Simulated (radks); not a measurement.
Values are calculated unless marked as measured or tabulated.
Ionisation of Dy, [Xe] 4f10 6s2, to Dy+, [Xe] 4f10 6s1, under several functionals. Dirac Kohn-Sham, spin-unpolarised, spherical densities, point nucleus; open shells fill j = l - 1/2 first; a radial shooting solver on a logarithmic mesh with Libxc functionals. Known Delta-SCF values: LDA (Slater exchange, VWN5 correlation) 6.445 eV. What does HCTH/407 give, and what is its highest occupied eigenvalue?

Answer. 6.178 eV by Delta-SCF; the 4f7/2 eigenvalue is -3.355 eV. NIST: 5.939 eV (measured).

Beside tabulated values, note that spin-unpolarised runs miss the spin-polarisation part of the exchange energy of open shells.
